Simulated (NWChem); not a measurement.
System: CH5ClSSi; SMILES CS[SiH2]Cl

Output (shortened):

```
             Northwest Computational Chemistry Package (NWChem) 7.3.0
             --------------------------------------------------------

                             Geometry "geometry" -> ""
                             -------------------------

 Output coordinates in angstroms (scale by  1.889725989 to convert to a.u.)

  No.       Tag          Charge          X              Y              Z
 ---- ---------------- ---------- -------------- -------------- --------------
    1 Si                  14.0000     0.89616600    -0.45920500    -0.24088000
    2 Cl                  17.0000    -0.31236500    -2.07417700     0.29903700
    3 S                   16.0000     0.23758000     1.40985500     0.54202400
    4 C                    6.0000    -1.34058500     1.65298900    -0.38694100
    5 H                    1.0000     2.24593100    -0.68212400     0.32160400
    6 H                    1.0000     0.89853400    -0.44311300    -1.72339600
    7 H                    1.0000    -1.16945600     1.63549200    -1.46589300
    8 H                    1.0000    -1.71624500     2.63745700    -0.10088900
    9 H                    1.0000    -2.07548000     0.89480100    -0.10917200

 Effective nuclear repulsion energy (a.u.)     269.9824271323

                              NWChem Property Module
                              ----------------------

                                 NWChem DFT Module
                                 -----------------

 Summary of "ao basis" -> "ao basis" (spherical)
 ------------------------------------------------------------------------------
       Tag                 Description            Shells   Functions and Types
 ---------------- ------------------------------  ------  ---------------------
 Si                         6-31+g*                 10       22   5s4p1d
 Cl                         6-31+g*                 10       22   5s4p1d
 S                          6-31+g*                 10       22   5s4p1d
 C                          6-31+g*                  8       18   4s3p1d
 H                          6-31+g*                  2        2   2s

            General Information
            -------------------
          SCF calculation type: DFT
          Wavefunction type:  closed shell.
          No. of atoms     :     9
          No. of electrons :    58
           Alpha electrons :    29
            Beta electrons :    29
          Charge           :     0
          Spin multiplicity:     1
          Use of symmetry is: off; symmetry adaption is: off
          Maximum number of iterations: 150
          AO basis - number of functions:    94
                     number of shells:    48
          Convergence on energy requested:  1.00D-06
          Convergence on density requested:  1.00D-05
          Convergence on gradient requested:  5.00D-04

              XC Information
              --------------
                         PBE0 Method XC Functional
                     Hartree-Fock (Exact) Exchange  0.250
          PerdewBurkeErnzerhof Exchange Functional  0.750
            Perdew 1991 LDA Correlation Functional  1.000 local
           PerdewBurkeErnz. Correlation Functional  1.000 non-local

             Grid Information
             ----------------
          Grid used for XC integration:  medium
          Radial quadrature: Mura-Knowles
          Angular quadrature: Lebedev.
          Tag              B.-S. Rad. Rad. Pts. Rad. Cut. Ang. Pts.
          ---              ---------- --------- --------- ---------
          Si                  1.10       88          13.0       590
          Cl                  1.00       88          14.0       590
          S                   1.00       88          13.0       590
          C                   0.70       49          14.0       434
          H                   0.35       45          14.0       434
          Grid pruning is: on
          Number of quadrature shells:   538
          Spatial weights used:  Erf1

      Superposition of Atomic Density Guess
      -------------------------------------

 Sum of atomic energies:       -1185.87992723

      Non-variational initial energy
      ------------------------------

 Total energy =   -1187.298527
 1-e energy   =   -2175.668847
 2-e energy   =     718.387892
 HOMO         =      -0.300711
 LUMO         =       0.018777

   convergence    iter        energy       DeltaE   RMS-Dens  Diis-err
 ---------------- ----- ----------------- --------- --------- ---------
 d= 0,ls=0.0,diis     1  -1188.4983973878 -1.46D+03  1.17D-02  3.69D-01
 d= 0,ls=0.0,diis     2  -1188.5097392743 -1.13D-02  6.84D-03  2.41D-01
 d= 0,ls=0.0,diis     3  -1188.5468749779 -3.71D-02  1.38D-03  1.40D-02
 d= 0,ls=0.0,diis     4  -1188.5490176537 -2.14D-03  2.65D-04  3.33D-04
 d= 0,ls=0.0,diis     5  -1188.5490672784 -4.96D-05  7.23D-05  1.99D-05
  Resetting Diis
 d= 0,ls=0.0,diis     6  -1188.5490702321 -2.95D-06  2.18D-05  2.84D-06
 d= 0,ls=0.0,diis     7  -1188.5490706461 -4.14D-07  8.87D-06  1.30D-07

         Total DFT energy =    -1188.549070646061
      One electron energy =    -2178.662412213317
           Coulomb energy =      801.861211350066
    Exchange-Corr. energy =      -81.730296915089
 Nuclear repulsion energy =      269.982427132278

 Numeric. integr. density =       57.999977825132

[...]

 DFT Linear Response polarizability / au
 Frequency  =       0.0773000 / au
 Wavelength =     589.4353558 / nm
              X              Y              Z
 -----------------------------------------------
 X      66.6572517     -3.8353293      0.4348948
 Y      -3.8353623     80.3804516      0.3745490
 Z       0.4347991      0.3744970     57.3002810
 -----------------------------------------------
 Eigenvalues =      65.6897391     81.3822522     57.2659930
 Isotropic   =      68.1126614
 Anisotropic =      21.1991559
 -----------------------------------------------

 Magnetic Dipole Response Matrix (nonzero elements):
```

Level: PBE0/6-31+G* (spherical d). The geometry was optimised at B3LYP/6-31G* (spherical d).

Q: Reconstruct the input file.

A: Several could match; the one computed here: the input that was run:
```
start job
memory heap 200 mb stack 900 mb global 1100 mb
geometry units angstroms noautosym nocenter noautoz
  Si     0.896166    -0.459205    -0.240880
  Cl    -0.312365    -2.074177     0.299037
  S      0.237580     1.409855     0.542024
  C     -1.340585     1.652989    -0.386941
  H      2.245931    -0.682124     0.321604
  H      0.898534    -0.443113    -1.723396
  H     -1.169456     1.635492    -1.465893
  H     -1.716245     2.637457    -0.100889
  H     -2.075480     0.894801    -0.109172
end
basis spherical
  * library 6-31+g*
end
dft
  xc pbe0
  iterations 150
end
property
  response 1 0.0773
end
task dft property
```
